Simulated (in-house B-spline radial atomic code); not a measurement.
Values are calculated unless marked as measured or tabulated.
Ru in an electron gas of r_s = 3.3: phase shifts, screening and friction

A nucleus sits in a uniform electron gas with a rigid positive background. The Kohn-Sham equations are solved self-consistently in the spin-unpolarised LDA (PW92), non-relativistic, on B-splines with outgoing waves at the boundary and partial waves to l = 8. The model has no lattice, no bands and no magnetic solution. Atomic units; δ_l are the phase shifts at the Fermi level, counted so that each bound state adds π, and good to about 0.0005. A narrow, partly filled d or f resonance in a thin gas would split by spin, so such rows rest on a solution that is probably unstable.

The density parameter is r_s = 3.3 bohr.

```
l  δ_l (rad)
0    12.5216
1     9.3541
2     5.7365
3    -0.0210
4    -0.0010
5    -0.0003
6    -0.0001
7    -0.0003
8    -0.0002
```

Bound levels below the band bottom (hartree): s -18.97, p -15.75, d -9.798, s -2.239, p -1.281 and deeper ones.

Task: Check the Friedel sum rule, and say where the screening charge sits.

Result: k_F = (9π/4)^(1/3)/r_s = 0.58156. The rule is Z = (2/π) Σ (2l + 1) δ_l. The terms are s 7.971, p 17.865, d 18.260, f -0.094 and -0.014 beyond, in all 43.989 against Z = 44. Bound states hold 8 s, 18 p, 10 d electrons, so the scattering states carry 7.99 in all; where a term is smaller than its bound count, the bound level has drawn weight out of the band.

Task: Find the transport cross section and the electronic stopping of a 2 keV Ru ion (mass 101.07 u).

Result: σ_tr = (4π/k_F²) Σ (l + 1) sin²(δ_l − δ_(l+1)). The terms for l = 0 to 3 are 0.0007, 0.4200, 0.7554, 0.0016, all together 1.1777, so σ_tr = 37.155 × 1.1777 = 43.756 bohr². With n = 3/(4π r_s³) = 0.006643, the friction coefficient is Q = n k_F σ_tr = 0.1690. For v well below v_F = 0.582, dE/dx = Q v; with 24801 eV per u at v = 1, v = √(2000/(24801 × 101.07)) = 0.0282, so dE/dx = 0.00477 hartree/bohr = 2.46 eV/nm. The largest term couples the d and f waves.
